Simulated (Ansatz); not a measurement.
Harmonic frequencies (cm⁻¹) at PBE0-D4/def2-TZVP from Ansatz: 85, 108, 166, 260, 385, 539, 548, 781, 848, 877, 1088, 1160, 1251, 1269, 1379, 1453, 1463, 1476, 3044, 3079, 3147, 3184, 3187, 3835.

Each molecule was computed in one conformer, which needn't be the lowest.

Q: Which molecule is it?
A. `C[Te]CO`
B. `C=C1SB1N`
C. `BOB[SiH3]`
D. `OC(S)O[SiH3]`

A: A.
